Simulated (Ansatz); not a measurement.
Results of the Gaussian-basis code of Ansatz.

Basis-set series for `N[SiH](O)O`. The species carries charge 0 and has multiplicity 1. All single points use the PBE0-D4/def2-TZVP geometry. It is one conformer, not always the lowest.

```csv
functional,basis,functions,energy (Eh),HOMO (eV),LUMO (eV)
PBE0-D4,def2-SVP,85,-497.22440,-7.49,1.38
PBE0-D4,def2-QZVPP,391,-497.62698,-7.83,0.25
ωB97M-V,def2-SVP,85,-497.47495,-9.87,2.99
ωB97M-V,def2-QZVPP,391,-497.88331,-10.23,1.43
```

Task: Give the rows for def2-TZVPP. (An estimate is asked.)

Result: The calculation gave: 
```json
{"functional": "PBE0-D4", "basis": "def2-TZVPP", "functions": "205", "energy (Eh)": "-497.60351", "HOMO (eV)": "-7.77", "LUMO (eV)": "0.66"}
{"functional": "ωB97M-V", "basis": "def2-TZVPP", "functions": "205", "energy (Eh)": "-497.86121", "HOMO (eV)": "-10.16", "LUMO (eV)": "2.05"}
```

Positive LUMOs are unbound and depend on the basis.
